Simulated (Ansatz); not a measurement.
Born–Oppenheimer molecular dynamics of a periodic cell of 13 atoms, Tl$_{12}$H (host Tl, host structure hcp, interstitial H). It starts from a partly relaxed structure (largest force component 0.07 eV/Å).

These are results of Ansatz 0.2.0, DFT PBE, scalar-relativistic, plane waves, PAW, not measurements. Settings: accuracy low, cutoff 420 eV, k mesh 2x1x2, fermi-dirac smearing 0.05 eV, no spin polarisation.

```
ensemble                      : NVE (velocity Verlet)
time step                     : 0.5 fs
steps asked                   : 170
starting velocities drawn for : 1200 K
seed                          : 21164
```

Frames 5 fs apart, positions in Å.

Velocities at 10.0 fs (Å/ps):

```
Tl -0.75 0.66 -0.10
Tl -1.33 -0.81 -0.79
Tl 1.65 -3.29 -1.36
Tl -0.39 0.30 -4.41
Tl 4.02 -2.99 3.72
Tl -0.52 2.23 -0.99
Tl -2.11 -0.97 -2.62
Tl -3.98 0.55 3.13
Tl 1.02 4.35 -1.59
Tl 1.86 -2.27 -0.50
Tl 0.65 0.92 2.99
Tl -0.14 1.35 2.52
H -0.21 -8.35 -2.77
```

```xyz
13
Lattice="6.9200 0.0000 0.0000 -5.1900 8.9893 0.0000 0.0000 0.0000 5.5325" Properties=species:S:1:pos:R:3 time_fs=10.0 energy_less_start_eV=0.032 T=1179
Tl -0.055 -0.079 -0.080
Tl 0.005 2.075 2.745
Tl -1.754 2.928 -0.064
Tl -1.654 5.021 2.677
Tl -3.447 5.965 0.096
Tl -3.446 8.169 2.800
Tl 3.353 -0.032 0.018
Tl 3.462 2.044 2.847
Tl 1.724 2.956 0.004
Tl 1.793 5.051 2.848
Tl -0.012 5.839 -0.017
Tl 0.029 8.001 2.732
H -1.721 6.854 4.182
13
Lattice="6.9200 0.0000 0.0000 -5.1900 8.9893 0.0000 0.0000 0.0000 5.5325" Properties=species:S:1:pos:R:3 time_fs=15.0 energy_less_start_eV=0.067 T=1157
Tl -0.059 -0.076 -0.081
Tl -0.002 2.071 2.741
Tl -1.746 2.911 -0.070
Tl -1.656 5.022 2.655
Tl -3.427 5.950 0.115
Tl -3.448 8.180 2.795
Tl 3.342 -0.036 0.005
Tl 3.442 2.046 2.862
Tl 1.730 2.978 -0.004
Tl 1.802 5.040 2.846
Tl -0.009 5.844 -0.002
Tl 0.028 8.007 2.745
H -1.723 6.822 4.166
13
Lattice="6.9200 0.0000 0.0000 -5.1900 8.9893 0.0000 0.0000 0.0000 5.5325" Properties=species:S:1:pos:R:3 time_fs=20.0 energy_less_start_eV=0.113 T=1127
Tl -0.062 -0.073 -0.081
Tl -0.009 2.067 2.737
Tl -1.738 2.895 -0.077
Tl -1.658 5.024 2.633
Tl -3.407 5.935 0.133
Tl -3.451 8.191 2.790
Tl 3.332 -0.042 -0.007
Tl 3.422 2.049 2.878
Tl 1.735 3.000 -0.011
Tl 1.812 5.029 2.844
Tl -0.005 5.848 0.013
Tl 0.027 8.014 2.757
H -1.727 6.809 4.147
13
Lattice="6.9200 0.0000 0.0000 -5.1900 8.9893 0.0000 0.0000 0.0000 5.5325" Properties=species:S:1:pos:R:3 time_fs=25.0 energy_less_start_eV=0.170 T=1091
Tl -0.066 -0.070 -0.081
Tl -0.015 2.063 2.733
Tl -1.729 2.878 -0.084
Tl -1.659 5.025 2.612
Tl -3.387 5.921 0.151
Tl -3.453 8.202 2.785
Tl 3.321 -0.046 -0.020
Tl 3.403 2.052 2.893
Tl 1.740 3.021 -0.019
Tl 1.821 5.018 2.842
Tl -0.002 5.853 0.027
Tl 0.026 8.021 2.769
H -1.733 6.814 4.127
13
Lattice="6.9200 0.0000 0.0000 -5.1900 8.9893 0.0000 0.0000 0.0000 5.5325" Properties=species:S:1:pos:R:3 time_fs=30.0 energy_less_start_eV=0.236 T=1048
Tl -0.069 -0.067 -0.081
Tl -0.022 2.060 2.728
Tl -1.721 2.862 -0.090
Tl -1.661 5.026 2.592
Tl -3.368 5.907 0.168
Tl -3.456 8.212 2.780
Tl 3.311 -0.051 -0.032
Tl 3.384 2.055 2.907
Tl 1.744 3.042 -0.026
Tl 1.830 5.007 2.840
Tl 0.001 5.858 0.041
Tl 0.025 8.027 2.781
H -1.741 6.834 4.104
13
Lattice="6.9200 0.0000 0.0000 -5.1900 8.9893 0.0000 0.0000 0.0000 5.5325" Properties=species:S:1:pos:R:3 time_fs=35.0 energy_less_start_eV=0.313 T=998
Tl -0.073 -0.064 -0.081
Tl -0.029 2.056 2.724
Tl -1.713 2.846 -0.096
Tl -1.662 5.027 2.572
Tl -3.349 5.893 0.185
Tl -3.458 8.223 2.775
Tl 3.301 -0.057 -0.044
Tl 3.365 2.057 2.921
Tl 1.749 3.063 -0.033
Tl 1.838 4.996 2.839
Tl 0.005 5.863 0.054
Tl 0.024 8.034 2.793
H -1.748 6.864 4.080
13
Lattice="6.9200 0.0000 0.0000 -5.1900 8.9893 0.0000 0.0000 0.0000 5.5325" Properties=species:S:1:pos:R:3 time_fs=40.0 energy_less_start_eV=0.398 T=943
Tl -0.076 -0.062 -0.081
Tl -0.036 2.053 2.719
Tl -1.705 2.830 -0.103
Tl -1.663 5.028 2.554
Tl -3.330 5.880 0.201
Tl -3.460 8.233 2.769
Tl 3.291 -0.062 -0.056
Tl 3.347 2.060 2.934
Tl 1.754 3.084 -0.040
Tl 1.847 4.986 2.838
Tl 0.008 5.868 0.067
Tl 0.023 8.040 2.804
H -1.756 6.899 4.054
13
Lattice="6.9200 0.0000 0.0000 -5.1900 8.9893 0.0000 0.0000 0.0000 5.5325" Properties=species:S:1:pos:R:3 time_fs=45.0 energy_less_start_eV=0.491 T=884
Tl -0.079 -0.059 -0.080
Tl -0.044 2.050 2.713
Tl -1.697 2.813 -0.108
Tl -1.664 5.028 2.537
Tl -3.312 5.867 0.216
Tl -3.463 8.242 2.764
Tl 3.281 -0.067 -0.067
Tl 3.329 2.062 2.947
Tl 1.758 3.104 -0.046
Tl 1.855 4.977 2.837
Tl 0.012 5.873 0.079
Tl 0.022 8.046 2.815
H -1.762 6.933 4.028
13
Lattice="6.9200 0.0000 0.0000 -5.1900 8.9893 0.0000 0.0000 0.0000 5.5325" Properties=species:S:1:pos:R:3 time_fs=50.0 energy_less_start_eV=0.589 T=821
Tl -0.082 -0.057 -0.079
Tl -0.051 2.047 2.708
Tl -1.690 2.797 -0.114
Tl -1.664 5.029 2.521
Tl -3.294 5.855 0.230
Tl -3.465 8.252 2.758
Tl 3.271 -0.072 -0.077
Tl 3.312 2.065 2.959
Tl 1.763 3.124 -0.051
Tl 1.863 4.967 2.837
Tl 0.016 5.878 0.090
Tl 0.021 8.052 2.826
H -1.769 6.964 4.001
13
Lattice="6.9200 0.0000 0.0000 -5.1900 8.9893 0.0000 0.0000 0.0000 5.5325" Properties=species:S:1:pos:R:3 time_fs=55.0 energy_less_start_eV=0.689 T=756
Tl -0.085 -0.056 -0.078
Tl -0.059 2.045 2.702
Tl -1.682 2.781 -0.120
Tl -1.664 5.029 2.507
Tl -3.277 5.843 0.243
Tl -3.467 8.261 2.752
Tl 3.261 -0.077 -0.087
Tl 3.295 2.067 2.971
Tl 1.767 3.144 -0.057
Tl 1.871 4.959 2.838
Tl 0.020 5.884 0.100
Tl 0.019 8.057 2.836
H -1.775 6.986 3.974
13
Lattice="6.9200 0.0000 0.0000 -5.1900 8.9893 0.0000 0.0000 0.0000 5.5325" Properties=species:S:1:pos:R:3 time_fs=60.0 energy_less_start_eV=0.789 T=691
Tl -0.088 -0.054 -0.077
Tl -0.067 2.042 2.696
Tl -1.674 2.765 -0.125
Tl -1.664 5.029 2.494
Tl -3.260 5.832 0.255
Tl -3.470 8.269 2.747
Tl 3.251 -0.082 -0.097
Tl 3.279 2.069 2.981
Tl 1.771 3.164 -0.061
Tl 1.878 4.951 2.839
Tl 0.024 5.889 0.110
Tl 0.018 8.063 2.846
H -1.783 6.996 3.947
13
Lattice="6.9200 0.0000 0.0000 -5.1900 8.9893 0.0000 0.0000 0.0000 5.5325" Properties=species:S:1:pos:R:3 time_fs=65.0 energy_less_start_eV=0.886 T=629
Tl -0.090 -0.052 -0.076
Tl -0.075 2.040 2.690
Tl -1.667 2.749 -0.130
Tl -1.662 5.028 2.483
Tl -3.245 5.822 0.265
Tl -3.472 8.277 2.741
Tl 3.241 -0.087 -0.105
Tl 3.264 2.071 2.991
Tl 1.775 3.183 -0.066
Tl 1.885 4.943 2.840
Tl 0.029 5.895 0.118
Tl 0.017 8.068 2.856
H -1.791 6.994 3.922
```

Of the whole run (85 fs, mean temperature of the second half 654 K): The conserved energy stayed within 0.0014 meV per atom of its start (net change 0.0014 meV per atom), so the integration is sound. The temperature averaged 0.55 of the 1200 K drawn at the start: a run that starts near a minimum puts about half its kinetic energy into the potential. A run of 0.085 ps of so small a system gives no equilibrium averages. Limits of this set-up: coarse k mesh, odd electron count without spin, low accuracy level.

Time of the run: 9.1 min on 1 thread of Arm Neoverse V2, with other jobs on the host, peak memory 0.65 GiB.
